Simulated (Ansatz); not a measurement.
Geometry optimisation, RKS B3LYP/def2-mTZVP (Ansatz).

input.yaml

```yaml
crystal:
  periodic: [false, false, false]
  atoms:
    - { symbol: Zn, position_ang: [0.302703, 0.0, 0.09499] }
    - { symbol: Cl, position_ang: [0.493759, -5.0e-06, 2.290191] }
    - { symbol: Cl, position_ang: [0.195404, 1.0e-06, -2.012524] }
    - { symbol: H, position_ang: [-2.377263, -1.9e-05, 0.803259] }
    - { symbol: H, position_ang: [-1.899503, 2.3e-05, 1.327484] }
basis:
  gaussian: { orbitals: def2-mTZVP }
hamiltonian:
  xc: b3lyp
relax:
  f_tol: 0.03
  max_steps: 50
```

Launched with:

```bash
$ ansatz run input.yaml --threads 2 --pin off --max-ram 3072MiB --backend cpu --events-out ev --progress --plain --runs-dir out
```

Where does it end, and by what steps?

The run converged. After 7 steps the energy has fallen by 0.172 eV; H5 moved furthest, 0.66 Å.

```csv
step,energy less start (eV),largest force component (eV/Å),accepted
0,0.0000,1.085,yes
1,-0.1323,0.469,yes
2,-0.1538,0.060,yes
3,-0.1634,0.068,yes
4,-0.1695,0.037,yes
5,-0.1715,0.070,yes
6,-0.1722,0.039,yes
7,-0.1724,0.019,yes
```

```xyz
5
Properties=species:S:1:pos:R:3
Zn 0.720 0.000 0.114
Cl 1.101 0.000 2.190
Cl 0.355 0.000 -1.964
H -2.908 0.000 0.756
H -2.552 0.000 1.408
```

Whether the end is a true minimum wasn't checked by a vibrational analysis.

Run time: 17 s on 2 threads of Arm Neoverse V1, with other jobs on the host, peak memory 0.18 GiB.
